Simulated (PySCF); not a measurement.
Problem. Write a Z-matrix for `[Cl][Sn]([Cl])([Cl])[Cl]` as optimised with PBE0-D3(BJ)/def2-SVP.

Solution. 
Z-matrix in Å and degrees, rows numbered from 1:
```
Cl
Sn  1  2.3161
Cl  2  2.3116  1  108.26
Cl  2  2.3129  1  111.08  3  -120.45
Cl  2  2.3122  1  110.43  3   120.16
```

Sn2 (tin bonded to 4 Cl) is tetrahedral (angles from 107.7° to 111.1°).

Method used: PySCF 2.14.0, PBE0-D3(BJ)/def2-SVP geometry optimisation, gas phase, def2 core potentials past Kr.

PBE0-D3(BJ)/def2-SVP frequencies: not computed here.


Task: Write Cartesian coordinates for `N#[C][InH2]` (InH2(CN)) as optimised with PBE0-D3(BJ)/def2-SVP.

Result: 
```xyz
5
CH2InN angstrom
In     0.4123    0.6822   -0.0012
H      2.1169    0.5240    0.0604
H     -0.5913    2.0692   -0.0427
C     -0.6435   -1.1882   -0.0317
N     -1.2195   -2.1976   -0.0469
```

Any rigid rotation of these coordinates is as good. Atoms count from 1 in this order. In1 (indium bonded to C and 2 H) is planar (angles 131.2°, 114.6° and 114.2°, sum 360.0°, 0.00 Å off the plane of its three neighbours).

Bonds between heavy atoms (Å): In1–C4 2.148, C4–N5 1.162.

Level of theory: PBE0-D3(BJ)/def2-SVP geometry optimisation, gas phase, def2 core potentials past Kr in PySCF.

Point group: C2v (tolerance 0.08 Å). PBE0-D3(BJ)/def2-SVP frequencies: not computed here.

On Arm Neoverse V2, one thread, no GPU, shared host, this took 12 s wall and 0.26 GiB of memory at its peak. These figures are those of the optimisation.
